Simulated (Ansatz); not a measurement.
Si2Mo4⁺, relaxed as a doublet with UKS PBE-D4/def2-SVP in Ansatz, starting from the GFN2-xTB geometry. Force threshold 0.02 eV/Å.

In the def2 sets Mo takes a core potential; there is no spin–orbit coupling. The relaxation made no stability test and no search for a lower SCF solution. The structure comes from a short search, and lower isomers may exist.

Start:

```
atom   x (Å)   y (Å)   z (Å)
 Mo1  -0.754  -0.192   1.343
 Mo2   1.322  -0.814   0.007
 Mo3   0.355   1.498  -0.203
 Mo4  -0.923  -0.491  -1.149
 Si5   2.755   1.122  -0.321
 Si6  -2.755  -1.123   0.323
```

```json
{"step": "1", "energy (eV)": "-23159.9049", "largest force component (eV/Å)": "0.694", "SCF passes": "109"}
{"step": "2", "energy (eV)": "-23160.4191", "largest force component (eV/Å)": "1.396", "SCF passes": "117"}
{"step": "3", "energy (eV)": "-23161.1165", "largest force component (eV/Å)": "0.912", "SCF passes": "106"}
{"step": "4", "energy (eV)": "-23161.4091", "largest force component (eV/Å)": "1.238", "SCF passes": "99"}
{"step": "5", "energy (eV)": "-23161.6335", "largest force component (eV/Å)": "1.166", "SCF passes": "64"}
{"step": "6", "energy (eV)": "-23162.1452", "largest force component (eV/Å)": "1.362", "SCF passes": "54"}
{"step": "7", "energy (eV)": "-23162.3118", "largest force component (eV/Å)": "1.336", "SCF passes": "58"}
{"step": "8", "energy (eV)": "-23162.4783", "largest force component (eV/Å)": "0.812", "SCF passes": "49"}
{"step": "9", "energy (eV)": "-23162.7462", "largest force component (eV/Å)": "0.896", "SCF passes": "74"}
{"step": "10 (rejected)", "energy (eV)": "-23162.4268", "largest force component (eV/Å)": "1.505", "SCF passes": "67"}
{"step": "11", "energy (eV)": "-23162.8762", "largest force component (eV/Å)": "0.532", "SCF passes": "45"}
{"step": "12", "energy (eV)": "-23162.9335", "largest force component (eV/Å)": "0.387", "SCF passes": "46"}
{"step": "13", "energy (eV)": "-23162.9540", "largest force component (eV/Å)": "0.322", "SCF passes": "39"}
{"step": "14", "energy (eV)": "-23162.9813", "largest force component (eV/Å)": "0.233", "SCF passes": "42"}
{"step": "15", "energy (eV)": "-23163.0004", "largest force component (eV/Å)": "0.190", "SCF passes": "40"}
{"step": "16", "energy (eV)": "-23163.0642", "largest force component (eV/Å)": "0.519", "SCF passes": "48"}
{"step": "17 (rejected)", "energy (eV)": "-23162.9290", "largest force component (eV/Å)": "1.452", "SCF passes": "50"}
{"step": "18", "energy (eV)": "-23163.2067", "largest force component (eV/Å)": "0.369", "SCF passes": "42"}
{"step": "19", "energy (eV)": "-23163.2591", "largest force component (eV/Å)": "0.171", "SCF passes": "43"}
{"step": "20", "energy (eV)": "-23163.2658", "largest force component (eV/Å)": "0.257", "SCF passes": "38"}
{"step": "21", "energy (eV)": "-23163.2701", "largest force component (eV/Å)": "0.052", "SCF passes": "36"}
{"step": "22", "energy (eV)": "-23163.2705", "largest force component (eV/Å)": "0.014", "SCF passes": "34"}
```

Force components are those of the run's own axes.

End:

```xyz
6

Mo    0.087   -0.624    1.442
Mo    1.333   -1.130   -0.350
Mo   -0.281    1.271   -0.885
Mo   -0.732   -0.870   -1.372
Si    1.581    1.162    0.643
Si   -1.988    0.191    0.523
```

Bonds formed: Mo1–Si5, Mo3–Si6 (atoms count from 1).

No frequencies were taken in this run, so the end may be a saddle point.

Run time 2.2 min (4 threads of Intel Xeon Platinum 8259CL on a shared host).
